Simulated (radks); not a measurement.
Species: the iodine ion I+. Configuration: [Kr] 4d9.5 5s2 5p4 5d0.5 (fractional occupations, a model configuration). All-electron calculation, scalar-relativistic Kohn-Sham, BLYP, spin-polarised, spherical densities, point nucleus; open shells are filled with parallel spins first (spin-orbit coupling, left out, can overturn this in heavy ions). Program: a radial shooting solver on a logarithmic mesh with Libxc functionals.

Local quantities along the radius. ELF = 1/(1 + alpha^2) is the electron localisation function; alpha = (tau - tau_W)/tau_unif compares the Pauli kinetic energy density with that of the uniform gas (summed over spins). tau is taken from the large components.

r (bohr)	ELF	alpha
0.002725	0.999	0.02695
0.003693	0.999	0.03077
0.005006	0.999	0.03734
0.006784	0.998	0.04900
0.009194	0.995	0.07106
0.01246	0.987	0.1170
0.01675	0.954	0.2197
0.0227	0.811	0.4826
0.03077	0.475	1.050
0.0417	0.319	1.460
0.05652	0.508	0.9837
0.0766	0.736	0.5993
0.1038	0.678	0.6888
0.1396	0.363	1.323
0.1891	0.443	1.122
0.2563	0.744	0.5863
0.3474	0.635	0.7581
0.4708	0.191	2.055
0.6381	0.635	0.7580
0.8579	0.739	0.5940
1.163	0.392	1.246
1.576	0.336	1.405
2.136	0.715	0.6310
2.894	0.596	0.8235
3.923	0.127	2.616
5.274	0.017	7.589
7.148	0.004	15.76
9.687	0.000	51.36

On this mesh the ELF has minima near r = 0.042, 0.16, 0.47, 1.4 bohr, which separate the shells, and maxima near 0.089 (0.75), 0.30 (0.76), 0.74 (0.76), 2.5 (0.72).

Self-consistent cycle (total energy in hartree, residual of the potential): 1: -7114.882305, 3e+00; 2: -7115.433756, 2e+00; 3: -7115.620610, 4e-01; 4: -7115.635280, 2e-02; 5: -7115.635414, 7e-03; 6: -7115.635572, 1e-03; 7: -7115.635533, 4e-04; 8: -7115.635534, 8e-05; 9: -7115.635534, 3e-05; 10: -7115.635534, 9e-06; 11: -7115.635534, 7e-08; 12: -7115.635534, 8e-09.
